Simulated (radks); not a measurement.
Results of a calculation; reference values are marked as such.
Effect of the nuclear size on the iodine ion I+, [Kr] 4d10 5s2 5p4. Level of theory: Dirac Kohn-Sham, exchange-only LDA, spin-unpolarised, spherical densities, finite nucleus; open shells are shared between the two j in proportion to 2j + 1; Fermi nuclear charge, rms radius 4.75 fm (a radial shooting solver on a logarithmic mesh with Libxc functionals). The rms radius is varied about that value; shifts are against it.

rms radius (fm)  total energy shift (eV)  density at nucleus (e/bohr^3)  1s1/2 shift (meV)  2s1/2 shift (meV)  4p1/2 shift (meV)  5s1/2 shift (meV)  5p1/2 shift (meV)  5p3/2 shift (meV)  6s1/2 (empty) shift (meV)
4.161                              -1.37                      2.537e+05               -574              -67.3              0.215             -0.357              0.045              0.048                     -0.049
4.5505                            -0.482                      2.498e+05               -202              -23.6              0.075             -0.125              0.016              0.017                     -0.017
4.75                                   0                       2.48e+05              0.000              0.000              0.000              0.000              0.000              0.000                      0.000
4.978                              0.571                       2.46e+05                239               28.0             -0.089              0.149             -0.019             -0.020                      0.021
5.7998                              2.81                      2.396e+05               1180                138             -0.440              0.733             -0.091             -0.099                      0.101

Slopes of the eigenvalues against <r^2> in GHz/fm^2, as finite differences over the two radii next to the reference (eigenvalue slopes, not the field-shift constants of lines): 1s1/2 26200, 2s1/2 3070, 4p1/2 -9.77, 5s1/2 16.3, 5p1/2 -2.03, 5p3/2 -2.20, 6s1/2 (empty) 2.25.
